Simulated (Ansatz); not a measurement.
Steps of a relaxation of CH$_{5}$GeO, SMILES `C[O][GeH2]` radical with UKS PBE-D4/def2-SVP.

```sh
$ ansatz run in.yaml --threads 4 --pin off --events-out ev --progress --plain --max-ram 10444MiB
```

```yaml
crystal:
  periodic: [false, false, false]
  atoms:
    - {symbol: C, position_ang: [-0.425900, 0.971600, -0.317700]}
    - {symbol: O, position_ang: [-0.708600, -0.062800, 0.540100]}
    - {symbol: Ge, position_ang: [0.412900, -1.369300, 0.082300]}
    - {symbol: H, position_ang: [-0.595400, 0.738700, -1.390200]}
    - {symbol: H, position_ang: [0.560700, 1.406500, -0.230800]}
    - {symbol: H, position_ang: [-1.177500, 1.851000, -0.073400]}
    - {symbol: H, position_ang: [1.914800, -0.944400, 0.478300]}
    - {symbol: H, position_ang: [0.111200, -2.648500, 0.855500]}
basis:
  gaussian: {orbitals: def2-SVP}
magnetization: {spin_polarized: true, initial_magnetization: 1}
hamiltonian: {xc: pbe, dispersion: d4}
relax: {f_tol: 0.03, max_steps: 200}
```

Positions (Å) and forces (eV/Å) along the path, 7 of 7 steps:

```xyz
8
step=1 energy=-59660.3885 eV
C    -0.426    0.972   -0.318   -2.638    3.115   -0.434
O    -0.709   -0.063    0.540   -0.214   -0.921    0.706
Ge    0.413   -1.369    0.082    1.414   -0.845   -0.165
H    -0.595    0.739   -1.390   -0.030   -0.090   -0.164
H     0.561    1.407   -0.231    1.181    0.318    0.221
H    -1.177    1.851   -0.073    1.113   -1.158   -0.410
H     1.915   -0.944    0.478   -0.454    0.053   -0.197
H     0.111   -2.648    0.856   -0.371   -0.472    0.444
8
step=2 energy=-59660.6949 eV
C    -0.451    1.013   -0.330   -0.890    1.148   -0.129
O    -0.700   -0.127    0.454    0.038   -0.128   -0.020
Ge    0.472   -1.457    0.101    0.290   -0.446   -0.168
H    -0.603    0.842   -1.423    0.016   -0.091    0.051
H     0.562    1.442   -0.204    0.329   -0.006    0.099
H    -1.177    1.840   -0.050    0.375   -0.586   -0.029
H     1.926   -0.918    0.426   -0.139   -0.044    0.048
H     0.063   -2.693    0.970   -0.020    0.154    0.148
8
step=3 energy=-59660.7486 eV
C    -0.471    1.049   -0.349    0.392   -0.447   -0.046
O    -0.691   -0.204    0.314    0.149    0.497   -0.473
Ge    0.506   -1.546    0.008   -0.316   -0.332    0.744
H    -0.611    0.969   -1.459   -0.003    0.007    0.241
H     0.562    1.458   -0.167   -0.231   -0.133   -0.037
H    -1.190    1.797    0.025   -0.221    0.024    0.159
H     1.910   -0.976    0.429    0.153    0.087   -0.121
H     0.078   -2.604    1.143    0.078    0.297   -0.467
8
step=4 energy=-59660.7858 eV
C    -0.465    1.046   -0.355    0.069   -0.269    0.101
O    -0.702   -0.206    0.281    0.201    0.143   -0.188
Ge    0.511   -1.549    0.062   -0.199   -0.078    0.123
H    -0.608    0.987   -1.459   -0.004    0.015    0.031
H     0.563    1.442   -0.161   -0.067   -0.026   -0.016
H    -1.194    1.781    0.040   -0.055    0.021    0.044
H     1.937   -0.950    0.392   -0.034   -0.002    0.031
H     0.048   -2.607    1.144    0.089    0.195   -0.126
8
step=5 energy=-59660.7899 eV
C    -0.468    1.048   -0.356    0.029    0.032    0.007
O    -0.648   -0.205    0.268   -0.149    0.151   -0.023
Ge    0.524   -1.560    0.056    0.152   -0.118   -0.014
H    -0.624    0.999   -1.458   -0.015   -0.015   -0.010
H     0.545    1.483   -0.178   -0.002   -0.005    0.016
H    -1.222    1.753    0.056    0.021   -0.009    0.009
H     1.966   -1.013    0.414   -0.051    0.007   -0.016
H     0.019   -2.563    1.142    0.015   -0.042    0.032
8
step=6 energy=-59660.7944 eV
C    -0.461    1.036   -0.356   -0.011    0.013   -0.029
O    -0.697   -0.234    0.210   -0.059    0.041    0.040
Ge    0.511   -1.571    0.056    0.078   -0.061   -0.044
H    -0.604    1.035   -1.461   -0.028    0.011   -0.049
H     0.562    1.426   -0.150    0.038    0.007    0.033
H    -1.195    1.748    0.076   -0.004    0.025    0.005
H     1.927   -0.953    0.383   -0.001    0.017    0.004
H     0.049   -2.544    1.187   -0.012   -0.052    0.040
8
step=7 energy=-59660.7955 eV
C    -0.462    1.035   -0.360    0.011    0.002    0.012
O    -0.703   -0.236    0.205    0.007   -0.013   -0.004
Ge    0.514   -1.573    0.057   -0.008    0.007   -0.002
H    -0.615    1.042   -1.464   -0.011   -0.002   -0.006
H     0.568    1.415   -0.157    0.005    0.001   -0.003
H    -1.184    1.754    0.082   -0.002    0.004   -0.003
H     1.921   -0.939    0.394   -0.001    0.005    0.004
H     0.053   -2.555    1.187   -0.001   -0.005    0.001
```

Run time 9 s (4 threads of an Arm Neoverse V1 on a shared host); peak host memory 0.15 GiB.
